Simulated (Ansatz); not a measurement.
`Br[SiH2]Br` + ethylene → `C=C[SiH2]Br` + HBr at 700 K and 1 bar (formal exchange of groups at the Si–Br bond).

Program: Ansatz. Geometries: PBE0-D4/def2-TZVP. ΔE: electronic, gas phase. CCSD(T)/CBS is the MP2 limit (def2-TZVPP, def2-QZVPP) plus CCSD(T) − MP2 in def2-TZVPP, frozen cores. This one scheme is used for every species. For Br outer-core shells are correlated without core-valence functions, which leaves a few kJ/mol of doubt a bond. Scalar relativity is left out up to krypton. One conformer a species, not always the lowest.

| species | CCSD(T)/CBS energy (Eh) | H − E (kJ/mol) | S (J/(mol·K)) |
| --- | --- | --- | --- |
| `Br[SiH2]Br` | -5437.00625 | 97.1 | 376.7 |
| `C=C` | -78.48111 | 168.9 | 268.4 |
| `C=C[SiH2]Br` | -2941.53535 | 225.4 | 430.2 |
| HBr | -2573.91920 | 36.5 | 223.7 |

H − E and S are ideal-gas, rigid-rotor, harmonic terms from PBE0-D4/def2-TZVP, for one conformer and one mirror image of each species. 1 Eh = 2625.50 kJ/mol, R = 8.31446 J/(mol·K).

By hand: ΔE, ΔH, ΔS and ΔG.

ΔE = (-2941.53535) + (-2573.91920) − (-5437.00625) − (-78.48111) = 0.03281 Eh = 86.1 kJ/mol. Δ(H − E) = 225.4 + 36.5 − 97.1 − 168.9 = -4.1, so ΔH = 82.0 kJ/mol. ΔS = 430.2 + 223.7 − 376.7 − 268.4 = 8.8 J/(mol·K). ΔG = 82.0 − 700 × (8.8)/1000 = 75.8 kJ/mol.

By hand: the equilibrium constant, and the temperature at which ΔG would vanish if ΔH and ΔS stayed fixed.

log₁₀ K = −ΔG/(RT ln 10) = -5.7. ΔG = 0 at ΔH/ΔS = 9318 K, far beyond where these terms or the molecules hold.

The number of gas molecules stays the same, so ΔS is small and ΔH decides. A doubt of 5 kJ/mol in ΔE shifts log₁₀ K by 0.4 here. Other conformers and mirror images would add mixing entropy, several J/(mol·K) or more a flexible species. These are equilibria of isolated gas molecules and say nothing of rates. Largest T1 diagnostic: 0.011 (customary marks: 0.02 for closed shells, 0.045 for open ones).
